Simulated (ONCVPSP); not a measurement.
# gallium (Ga), ONCV: configuration errors across variants

Ga (Z = 31), optimised norm-conserving Vanderbilt (ONCV), made with ONCVPSP 4.0.1 (PBE, scalar-relativistic). Core [Ar] 3d10, reference 4s1 (charge +2). Waves: 4s: rc 1.80 bohr, ncon 4, nbas 7, qcut 4 1/bohr, 3 projectors, debl 1.3 Ha; p scattering state at 0.15 Ha: rc 1.70 bohr, ncon 4, nbas 8, qcut 4.4 1/bohr, 2 projectors, debl 3.2 Ha. Local part: polynomial inside 1.15 bohr (lpopt 5, dvloc0 0 Ha). Core correction: Teter function, fcfact 1.75, rcfact 1.4.

In the p channel the program set the typed energies aside and used 0.050, 3.250 Ha.

All-electron excitation energies from the reference (eV): (1) 4s2 4p1 -26.817; (2) 4s2 -21.128; (3) 4s2 4p0.5 -24.786; (4) 4s1 4p1 -13.756.

A true bound ghost makes a file unfit for plane-wave use even where its test errors are small: the radial tests pick states by their node count and pass the ghost by.

Errors AE − PS in meV (a dash: test not solved or not reliable):

| change | (1) | (2) | (3) | (4) | bound ghosts | GHOST(+) flags above zero |
| --- | --- | --- | --- | --- | --- | --- |
| base | +97 | +47 | +76 | +78 | s | s, p |
| local potential polynomial inside 1.15 bohr (lpopt 5, dvloc0 -2.5 Ha) | +97 | +47 | +76 | +78 | s | s |
| local potential polynomial inside 1.15 bohr (lpopt 5, dvloc0 -0.5 Ha) | +97 | +47 | +76 | +78 | s | s, p |
| local potential polynomial inside 1.15 bohr (lpopt 5, dvloc0 1 Ha) | +97 | +47 | +75 | +77 | s | s, p |
| local potential polynomial inside 1.15 bohr (lpopt 5, dvloc0 4 Ha) | +96 | +47 | +75 | +76 | s | none |
| local potential polynomial inside 1.15 bohr (lpopt 5, dvloc0 6.5 Ha) | +96 | +47 | +75 | +76 | s | s |
| local potential polynomial inside 1.15 bohr (lpopt 5, dvloc0 7.5 Ha) | +95 | +47 | +75 | +76 | s | s |
| local potential polynomial inside 1.15 bohr (lpopt 5, dvloc0 9.5 Ha) | +95 | +47 | +75 | +75 | s | none |

Q: Give the same row for: local potential polynomial inside 1.15 bohr (lpopt 5, dvloc0 3 Ha).

A: +96, +47, +75, +77; bound ghosts: s; GHOST(+) flags above zero: s, p.
